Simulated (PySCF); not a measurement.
BGeH₅N, CH₆BClGe, AlGeH₄O, BGeH₄NO and others (calculated)

Computed with PySCF 2.14.0. Calculation on a computer-drawn molecule: the log of a Hartree-Fock and frozen-core CCSD(T) single point meant for a local Hartree-Fock minimum, with one planted fault or none, to be diagnosed. Offsets are logged minus clean, where the clean run is the same molecule without the fault. The reference is restricted for singlets and unrestricted otherwise, and also for a bond in bohr or an excited solution. Adding or removing an electron swaps singlet and doublet. The excited solution moves the top pair (singlet) or top alpha electron (doublet) to the lowest empty orbital. Highest occupied and lowest empty are orbital energies over both spins, largest force is the largest gradient component, triples share is (T) over the correlation energy, the T1 limit is 0.02 restricted and 0.045 unrestricted, electrons count all cores, a negative frequency is imaginary (commonest isotopes), and the dipole is about the centre of nuclear charge; on germanium a core potential holds 10 electrons, which the energies leave out, and 3d is frozen in MP2 and coupled-cluster steps.

Common to all runs: meant basis and core potential on germanium cc-pVDZ-PP ECP10MDF; logged SCF converged yes; logged CC converged yes; logged SCF stable within its kind yes; possible faults no fault, one electron removed, one electron added, multiplicity raised by two, geometry at a saddle point, SCF held on an excited solution, minimal basis STO-3G, one bond length entered in bohr, all coordinates scaled.

```json
{"entry": 1, "formula": "BGeH5N", "logged_structure": {"atoms_angstrom": [["N", -0.1695, 0.1428, 1.3767], ["B", -0.3635, 0.153, 0.0026], ["Ge", -0.5477, 1.9273, -1.0542], ["H", -0.1536, 0.9637, 1.9455], ["H", -0.038, -0.7028, 1.8935], ["H", -0.3696, -0.8906, -0.5906], ["H", -0.9412, 3.1839, -0.2568], ["H", -1.363, 1.8856, -2.3527]]}, "given": {"meant_charge": 0, "meant_multiplicity": 2, "meant_basis": "cc-pVDZ", "logged_electrons": 49, "logged_basis_functions": 76, "logged_spin_squared": 3.7749, "logged_highest_occupied [eV]": -4.7129, "logged_lowest_empty [eV]": -0.75429, "logged_largest_force [hartree/bohr]": 0.16892, "logged_T1_diagnostic": 0.087939, "logged_D1_diagnostic": 0.50885, "logged_triples_share": 0.023673, "logged_dipole_magnitude [debye]": 7.1885, "logged_energy_HF [hartree]": -375.22453, "logged_energy_CCSD(T) [hartree]": -375.58058, "drawn_bonds_atom": [1, 2, 1, 1, 2, 3, 3], "drawn_bonds_other_atom": [2, 3, 4, 5, 6, 7, 8], "drawn_bonds_order": [1, 1, 1, 1, 1, 1, 1]}, "results": {"planted_fault": "multiplicity raised by two", "HF_energy_offset_from_clean_run [kcal/mol]": 130.4, "CCSD(T)_energy_offset_from_clean_run [kcal/mol]": 153.3}, "notes": ["T1 above single-reference limit"]}
{"entry": 2, "formula": "CH6BClGe", "logged_structure": {"atoms_angstrom": [["B", -1.2433, 1.4648, -0.426], ["C", -1.0496, 0.1168, 0.3465], ["Ge", 0.8492, -0.2405, 0.6955], ["Cl", 1.9349, -0.254, -1.1999], ["H", -1.4211, 1.4825, -1.6111], ["H", -1.1878, 2.5081, 0.1683], ["H", -1.4822, 0.153, 1.3532], ["H", -1.4326, -0.7588, -0.1814], ["H", 1.5072, 0.8403, 1.546], ["H", 1.0462, -1.6258, 1.3]]}, "given": {"meant_charge": 0, "meant_multiplicity": 1, "meant_basis": "cc-pV(D+d)Z", "logged_electrons": 65, "logged_basis_functions": 104, "logged_spin_squared": 0.774, "logged_highest_occupied [eV]": -17.005, "logged_lowest_empty [eV]": -9.1857, "logged_largest_force [hartree/bohr]": 0.09894, "logged_T1_diagnostic": 0.069417, "logged_D1_diagnostic": 0.46357, "logged_triples_share": 0.03337, "logged_dipole_magnitude [debye]": 5.5247, "logged_energy_HF [hartree]": -818.5766, "logged_energy_CCSD(T) [hartree]": -819.10077, "drawn_bonds_atom": [1, 2, 3, 1, 1, 2, 2, 3, 3], "drawn_bonds_other_atom": [2, 3, 4, 5, 6, 7, 8, 9, 10], "drawn_bonds_order": [1, 1, 1, 1, 1, 1, 1, 1, 1]}, "results": {"planted_fault": "one electron removed", "HF_energy_offset_from_clean_run [kcal/mol]": 241.0, "CCSD(T)_energy_offset_from_clean_run [kcal/mol]": 245.7}, "notes": ["T1 above single-reference limit"]}
{"entry": 3, "formula": "AlGeH4O", "logged_structure": {"atoms_angstrom": [["Al", -1.3099, 1.0542, 2.005], ["O", -0.0362, -0.1308, 1.6823], ["Ge", 1.1639, -1.2464, 1.3794], ["H", -1.1734, 2.3436, 1.1452], ["H", -2.3223, 0.5797, 3.0868], ["H", 0.9104, -2.2643, 0.2972], ["H", 2.4196, -1.1596, 2.2086]]}, "given": {"meant_charge": 1, "meant_multiplicity": 1, "meant_basis": "cc-pV(D+d)Z", "logged_electrons": 55, "logged_basis_functions": 80, "logged_spin_squared": 0.8442, "logged_highest_occupied [eV]": -22.919, "logged_lowest_empty [eV]": -13.635, "logged_largest_force [hartree/bohr]": 0.057285, "logged_T1_diagnostic": 0.028325, "logged_D1_diagnostic": 0.095902, "logged_triples_share": 0.024457, "logged_dipole_magnitude [debye]": 8.0445, "logged_energy_HF [hartree]": -611.73601, "logged_energy_CCSD(T) [hartree]": -612.07793, "drawn_bonds_atom": [1, 2, 1, 1, 3, 3], "drawn_bonds_other_atom": [2, 3, 4, 5, 6, 7], "drawn_bonds_order": [1, 1, 1, 1, 1, 1]}, "results": {}}
{"entry": 4, "formula": "BGeH4NO", "logged_structure": {"atoms_angstrom": [["N", -0.1452, 3.1875, 0.6295], ["B", 0.3029, 1.8924, 0.4043], ["Ge", -1.1265, 0.338, -0.1257], ["O", 0.0222, -1.0298, -0.2739], ["H", -1.1047, 3.4613, 0.563], ["H", 0.4609, 3.9446, 0.8757], ["H", 1.491, 1.6947, 0.5177], ["H", 0.9352, -0.8382, -0.1112]]}, "given": {"meant_charge": 0, "meant_multiplicity": 1, "meant_basis": "cc-pVDZ", "logged_electrons": 57, "logged_basis_functions": 85, "logged_spin_squared": 0.7614, "logged_highest_occupied [eV]": -0.21152, "logged_lowest_empty [eV]": 7.7347, "logged_largest_force [hartree/bohr]": 0.038188, "logged_T1_diagnostic": 0.0199, "logged_D1_diagnostic": 0.090237, "logged_triples_share": 0.02692, "logged_dipole_magnitude [debye]": 4.2942, "logged_energy_HF [hartree]": -449.7267, "logged_energy_CCSD(T) [hartree]": -450.30529, "drawn_bonds_atom": [1, 2, 3, 1, 1, 2, 4], "drawn_bonds_other_atom": [2, 3, 4, 5, 6, 7, 8], "drawn_bonds_order": [1, 1, 1, 1, 1, 1, 1]}, "results": {}}
{"entry": 5, "formula": "CH7BGeN", "logged_structure": {"atoms_angstrom": [["B", 0.0768, 0.6255, 1.6345], ["N", -0.655, 0.1025, 0.7076], ["C", -2.1411, -0.0584, 0.7283], ["Ge", 0.2772, -0.5635, -0.926], ["H", 0.7818, 1.0903, 2.4451], ["H", -2.3783, -1.116, 0.6462], ["H", -2.5624, 0.4869, -0.1124], ["H", -2.5507, 0.3331, 1.6549], ["H", -0.3504, 0.2751, -2.0178], ["H", -0.0873, -2.032, -0.9269], ["H", 1.7331, -0.2576, -0.6301]]}, "given": {"meant_charge": 1, "meant_multiplicity": 1, "meant_basis": "cc-pVDZ", "logged_electrons": 55, "logged_basis_functions": 100, "logged_spin_squared": 0.7609, "logged_highest_occupied [eV]": -23.074, "logged_lowest_empty [eV]": -13.736, "logged_largest_force [hartree/bohr]": 0.081077, "logged_T1_diagnostic": 0.041631, "logged_D1_diagnostic": 0.25578, "logged_triples_share": 0.02983, "logged_dipole_magnitude [debye]": 8.355, "logged_energy_HF [hartree]": -413.65869, "logged_energy_CCSD(T) [hartree]": -414.15627, "drawn_bonds_atom": [1, 2, 2, 1, 3, 3, 3, 4, 4, 4], "drawn_bonds_other_atom": [2, 3, 4, 5, 6, 7, 8, 9, 10, 11], "drawn_bonds_order": [1, 1, 1, 1, 1, 1, 1, 1, 1, 1]}, "results": {}}
```

To be estimated
1. Which fault was planted in the run of AlGeH₄O (entry 3)?
2. Which fault was planted in the run of BGeH₄NO (entry 4)?
3. Give the missing planted fault for CH₇BGeN (entry 5).

Answers
1. one electron removed
2. one electron added
3. one electron removed

Further results for AlGeH₄O (entry 3):

- HF energy offset from clean run: 338.1 kcal/mol
- CCSD(T) energy offset from clean run: 354.2 kcal/mol

Further results for BGeH₄NO (entry 4):

* HF energy offset from clean run: 9.017 kcal/mol
* CCSD(T) energy offset from clean run: 6.53 kcal/mol

Further results for CH₇BGeN (entry 5):

- HF energy offset from clean run: 353.2 kcal/mol
- CCSD(T) energy offset from clean run: 378.5 kcal/mol
